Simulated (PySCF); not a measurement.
Correlation energy of Si²⁺ (silicon, charge +2)

[Ne] 3s2, closed-shell 1S. All numbers are calculated (PySCF 2.14, scalar relativity by spin-free X2C-1e, in aug-cc-pVTZ-DK (6s5p3d2f, 50 functions)). Frozen: [Ne]; 2 electrons correlated.

With two correlated electrons CCSD is exact within the correlated space (frozen core and kept virtual orbitals).

```tsv
level	correlation energy (mhartree)
CCSD	-44.50
```

Diagnostics: T1 = 0.0058, D1 = 0.0082, largest double amplitude 0.115.

Cost of the coupled-cluster step: of the order of 0.5 core-seconds, for 2 correlated electrons.
